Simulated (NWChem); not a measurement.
Program: NWChem. System: CBr, charge 0, spin multiplicity 2, at a geometry optimised with UPBE0/def2-SVP. The structure started from a generated list of species. Its SCF solution wasn't tested for a lower state. Level: ROCCSD(T)/def2-TZVP, 10 core orbitals frozen.

Output (cleaned and shortened):

```
             Northwest Computational Chemistry Package (NWChem) 7.3.0
             --------------------------------------------------------

                                NWChem Input Module
                                -------------------

 Scaling coordinates for geometry "geometry" by  1.889725989
 (inverse scale =  0.529177249)

 Turning off AUTOSYM since
 SYMMETRY directive was detected!

                             Geometry "geometry" -> ""
                             -------------------------

 Output coordinates in angstroms (scale by  1.889725989 to convert to a.u.)

  No.       Tag          Charge          X              Y              Z
 ---- ---------------- ---------- -------------- -------------- --------------
    1 C                    6.0000     0.00000000     0.00000000     1.55058200
    2 Br                  35.0000     0.00000000     0.00000000    -0.26581400

 Effective nuclear repulsion energy (a.u.)      61.1800633177

            Nuclear Dipole moment (a.u.)
            ----------------------------
        X                 Y               Z
 ---------------- ---------------- ----------------
     0.0000000000     0.0000000000     0.0000037795

      Symmetry information
      --------------------

 Group name             C2v
 Group number             16
 Group order               4
 No. of unique centers     2

      Symmetry unique atoms

     1    2


 Summary of "ao basis" -> "" (spherical)
 ------------------------------------------------------------------------------
       Tag                 Description            Shells   Functions and Types
 ---------------- ------------------------------  ------  ---------------------
 *                         def2-tzvp                  on all atoms

 Summary of "ao basis" -> "ao basis" (spherical)
 ------------------------------------------------------------------------------
       Tag                 Description            Shells   Functions and Types
 ---------------- ------------------------------  ------  ---------------------
 C                         def2-tzvp                11       31   5s3p2d1f
 Br                        def2-tzvp                16       48   6s5p4d1f

                                 NWChem SCF Module
                                 -----------------

  ao basis        = "ao basis"
  functions       =    79
  atoms           =     2
  closed shells   =    20
  open shells     =     1
  charge          =   0.00
  wavefunction    = ROHF
  use symmetry    = T
  symmetry adapt  = T

 Summary of "ao basis" -> "ao basis" (spherical)
 ------------------------------------------------------------------------------
       Tag                 Description            Shells   Functions and Types
 ---------------- ------------------------------  ------  ---------------------
 C                         def2-tzvp                11       31   5s3p2d1f
 Br                        def2-tzvp                16       48   6s5p4d1f

      Symmetry analysis of basis
      --------------------------

        a1         35
        a2          8
        b1         18
        b2         18

 Forming initial guess at       0.1s

      Symmetry analysis of molecular orbitals - initial
      -------------------------------------------------

  Numbering of irreducible representations:

     1 a1          2 a2          3 b1          4 b2

  Orbital symmetries:

     1 a1          2 a1          3 a1          4 b2          5 b1
     6 a1          7 a1          8 a1          9 b2         10 b1
    11 a1         12 b2         13 b1         14 a2         15 a1
    16 a1         17 a1         18 b1         19 b2         20 a1
    21 b1         22 b2         23 a1         24 a1         25 b1
    26 b2         27 a1         28 a1         29 a2         30 a1
    31 b1

 Starting SCF solution at       0.1s

 ----------------------------------------------
         Quadratically convergent ROHF

 Convergence threshold     :          1.000E-07
 Maximum no. of iterations :          100
 Final Fock-matrix accuracy:          1.000E-09
 ----------------------------------------------

              iter       energy          gnorm     gmax       time
             ----- ------------------- --------- --------- --------
[...]
   Bfn.  Coefficient  Atom+Function         Bfn.  Coefficient  Atom+Function
  ----- ------------  ---------------      ----- ------------  ---------------
    52      1.199556  2 Br pz                37      1.070172  2 Br s
    14      0.796942  1 C  pz                 4     -0.662368  1 C  s
     5     -0.466466  1 C  s                 11      0.295200  1 C  pz
     8      0.236690  1 C  pz

 Vector   24  Occ=0.000000D+00  E= 2.224149D-01  Symmetry=a1
              MO Center=  2.9D-15, -8.1D-16,  3.0D-01, r^2= 5.0D+00
   Bfn.  Coefficient  Atom+Function         Bfn.  Coefficient  Atom+Function
  ----- ------------  ---------------      ----- ------------  ---------------
     5      2.950934  1 C  s                 37     -1.961403  2 Br s
    14     -1.296741  1 C  pz                52     -1.197858  2 Br pz
     4     -1.053169  1 C  s                 70     -0.476064  2 Br d  0
    11     -0.199570  1 C  pz                22      0.196130  1 C  d  0

 center of mass
 --------------
 x =   0.00000000 y =   0.00000000 z =  -0.05419272

 moments of inertia (a.u.)
 ------------------
         122.925778604489           0.000000000000           0.000000000000
           0.000000000000         122.925778604489           0.000000000000
           0.000000000000           0.000000000000           0.000000000000

  Mulliken analysis of the total density
  --------------------------------------

    Atom       Charge   Shell Charges
 -----------   ------   -------------------------------------------------------
    1 C    6     6.05   0.86  1.11  0.66  0.99  0.29  0.81  0.99  0.27  0.01  0.06  0.00
    2 Br  35    34.95   2.00  2.00  1.16  0.78  1.01  0.93  6.00  5.94  1.25  2.73  1.07  8.99  1.02  0.00  0.05  0.01

 Mulliken analysis of the open-shell density
 -------------------------------------------

    Atom       Charge   Shell Charges
 -----------   ------   -------------------------------------------------------
    1 C    6     0.93   0.00 -0.00  0.00  0.00 -0.00  0.38  0.41  0.14  0.00 -0.00 -0.00
    2 Br  35     0.07   0.00  0.00  0.00  0.00  0.00 -0.00  0.00  0.00  0.02  0.03  0.00  0.00  0.00  0.01  0.01  0.00

       Multipole analysis of the density wrt the origin
       ------------------------------------------------

     L   x y z        total         open         nuclear
     -   - - -        -----         ----         -------
     0   0 0 0     -0.000000     -1.000000     41.000000

     1   1 0 0      0.000000      0.000000      0.000000
     1   0 1 0      0.000000      0.000000      0.000000
     1   0 0 1     -0.405654     -2.598621      0.000004

     2   2 0 0    -18.648904     -2.139957      0.000000
     2   1 1 0      0.000000     -0.000000      0.000000
     2   1 0 1      0.000000      0.000000      0.000000
     2   0 2 0    -17.274195     -0.712790      0.000000
     2   0 1 1      0.000000     -0.000000      0.000000
     2   0 0 2    -19.538628     -8.846893     60.346791

                   NWChem Extensible Many-Electron Theory Module
                   ---------------------------------------------


            General Information
            -------------------
      Number of processors :     1
         Wavefunction type : Restricted open-shell Hartree-Fock
          No. of electrons :    41
           Alpha electrons :    21
            Beta electrons :    20
           No. of orbitals :   158
            Alpha orbitals :    79
             Beta orbitals :    79
        Alpha frozen cores :    10
         Beta frozen cores :    10
     Alpha frozen virtuals :     0
      Beta frozen virtuals :     0
         Spin multiplicity : doublet
    Number of AO functions :    79
       Number of AO shells :    27
        Use of symmetry is : on
      Symmetry adaption is : on
         Schwarz screening : 0.10D-09

          Correlation Information
          -----------------------
          Calculation type : Coupled-cluster singles & doubles w/ perturbation
   Perturbative correction : (T)
            Max iterations :      100
        Residual threshold : 0.10D-05
     T(0) DIIS level shift : 0.00D+00
     L(0) DIIS level shift : 0.00D+00
     T(1) DIIS level shift : 0.00D+00
     L(1) DIIS level shift : 0.00D+00
     T(R) DIIS level shift : 0.00D+00
     T(I) DIIS level shift : 0.00D+00
   CC-T/L Amplitude update :  5-th order DIIS
                I/O scheme : Global Array Library
        L-threshold :  0.10D-05
        EOM-threshold :  0.10D-05
 no EOMCCSD initial starts read in
 TCE RESTART OPTIONS
 SLICE:      F
 D4D5:       F
 quantumc:   F
 qrotation:  F
 pwtce:      F
 qducc:      F
 nacto:                         0
 nrotv:                         0
 nrot:                          0

            Memory Information
            ------------------
          Available GA space size is     249024318 doubles
          Available MA space size is     104850252 doubles

 Maximum block size supplied by input
 Maximum block size        24 doubles

 tile_dim =     24

 -------------------------------------------------

 Global array virtual files algorithm will be used

 Parallel file system coherency ......... OK

 4-electron integrals stored in orbital form

 v2    file size   =          1578066
 4-index algorithm nr.  13 is used
 imaxsize =       30
 imaxsize ichop =        0


CCSD iterations
 ---------------------------------------------------------
 Iter          Residuum       Correlation     Cpu    Wall
 ---------------------------------------------------------
    1   0.1767517689150  -0.3899918865337     0.9     0.9
    2   0.0437931835131  -0.3946984011802     0.7     0.7
    3   0.0185940245182  -0.4021034405904     1.1     1.1
    4   0.0113673495277  -0.4035918104597     1.0     1.0
    5   0.0082712298876  -0.4040044417908     1.1     1.1
    6   0.0037911797473  -0.4048724631631     1.3     1.3
    7   0.0017072341584  -0.4048961755245     1.0     1.0
    8   0.0014112918283  -0.4048154894341     1.0     1.0
    9   0.0009451531112  -0.4049196042917     0.9     0.9
   10   0.0008610462470  -0.4048725409074     0.6     0.6
   11   0.0001914317955  -0.4049542706291     0.6     0.6
   12   0.0001219240176  -0.4049455452725     0.8     0.8
   13   0.0000747329738  -0.4049470422173     0.9     0.9
   14   0.0000596974726  -0.4049476886302     1.0     1.0
   15   0.0000414608548  -0.4049464980207     1.0     1.0
   16   0.0000155599943  -0.4049474269554     0.9     0.9
   17   0.0000082221284  -0.4049473130561     0.8     0.8
   18   0.0000055088318  -0.4049472694840     1.0     1.0
   19   0.0000036708461  -0.4049475548836     0.9     0.9
   20   0.0000027817096  -0.4049475007687     1.0     1.0
   21   0.0000011430763  -0.4049477938133     1.0     1.0
   22   0.0000007189015  -0.4049477327476     0.9     0.9
 -----------------------------------------------------------------
 Iterations converged
 CCSD correlation energy / hartree =        -0.404947732747627
 CCSD total energy / hartree       =     -2610.550465144991904

 Singles contributions

 Doubles contributions
 CCSD(T)
 Using plain CCSD(T) code
             total no. of tasks         1850
 total no. of tasks / no. procs         1850
                         wl_min            2           1.1
                         wl_max      1728000          11.0
        thresh for no. of tasks         1850

 CCSD[T]  correction energy / hartree =        -0.019622527865412
 CCSD[T] correlation energy / hartree =        -0.424570260613039
 CCSD[T] total energy / hartree       =     -2610.570087672857426
 CCSD(T)  correction energy / hartree =        -0.018064919299257
 CCSD(T) correlation energy / hartree =        -0.423012652046884
 CCSD(T) total energy / hartree       =     -2610.568530064291281

 Task  times  cpu:       51.2s     wall:       51.2s

 Total times  cpu:       51.3s     wall:       51.3s
```

Problem. Write an NWChem input that would produce this output.

Solution. Several could match; the one computed here: 
```
start mol
memory heap 100 mb stack 700 mb global 1900 mb
geometry units angstroms nocenter noautoz
  C      0.000000     0.000000     1.550582
  Br     0.000000     0.000000    -0.265814
  symmetry group C2v
end
basis spherical
  * library def2-tzvp
end
scf
  rohf
  nopen 1
  maxiter 100
  thresh 1e-7
  semidirect memsize 60000000 filesize 0
  # guess.movecs holds the orbitals of an unrestricted PBE0 run
  vectors input guess.movecs output mol.movecs
end
tce
  freeze core 10
  ccsd(t)
  2eorb
  2emet 13
  thresh 1e-6
  maxiter 100
  tilesize 24
end
task tce energy
```
